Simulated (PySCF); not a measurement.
## Rh⁺ (rhodium, charge +1) across methods

[Kr] 4d7 5p1, one real determinant (an excited configuration). Calculation: PySCF 2.14, in def2-QZVPPD with the def2 core potential (28 electrons); a scalar-relativistic core potential.

```tsv
method	E (hartree)	mean ε 4d α (eV)	mean ε 4d β (eV)	mean ε 5p α (eV)	Σ⟨r²⟩ (bohr²)	⟨S²⟩
wB97X	-109.9326	-23.309	-21.496	-10.303	43.37	6.002
LC-wPBE	-109.9640	-23.722	-21.759	-10.766	43.13	6.002
r2SCAN	-109.9812	-19.443	-17.245	-8.546	43.05	6.003
UHF	-109.28915	-26.098	-23.455	-10.115	44.16	6.006
LDA	-109.6940	-19.147	-17.093	-8.553	43.15	6.001
HSE06	-109.9381	-20.548	-18.491	-8.608	43.27	6.002
PBE	-109.9498	-18.999	-17.092	-8.424	43.21	6.001
PBE0	-109.9398	-20.970	-18.902	-8.960	43.26	6.002
```

⟨L²⟩ = 13.82 against 20 for a pure G term, so this real determinant mixes terms. Energies and moments cover only the electrons outside the core potential.
